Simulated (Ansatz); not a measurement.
This geometry of FHSSn (4 atoms, charge 0, multiplicity 1) is a first-order saddle point.

The calculation used RKS B3LYP/def2-SVP in Ansatz.

```xyz
4
Properties=species:S:1:pos:R:3
F -1.904 -0.301 0.857
Sn -0.650 1.091 0.250
S 1.446 -0.287 0.086
H 1.164 -0.563 -1.213
```

(1) Which two structures does it join? (They come from a converged band through this point; their orientation in space is the band's.)

(2) How far does it lie above each of them?

Answers

(1) No bond is made or broken. The dihedral F1–Sn2–S3–H4 goes from 0 to 180°.

First end point:

```xyz
4
Properties=species:S:1:pos:R:3
F -1.645 -0.462 0.331
Sn -0.537 1.120 0.737
S 1.467 0.200 -0.386
H 0.770 -0.919 -0.702
```

Last end point:

```xyz
4
Properties=species:S:1:pos:R:3
F -2.166 -0.219 0.624
Sn -0.531 0.874 0.614
S 0.835 -0.764 -0.648
H 1.919 0.050 -0.611
```

(2) 8.5 kcal/mol above the first and 7.2 kcal/mol above the second. This is the barrier of this one path; another mechanism may lie lower.

Run time: 4.6 min on 1 CPU thread of a shared host.
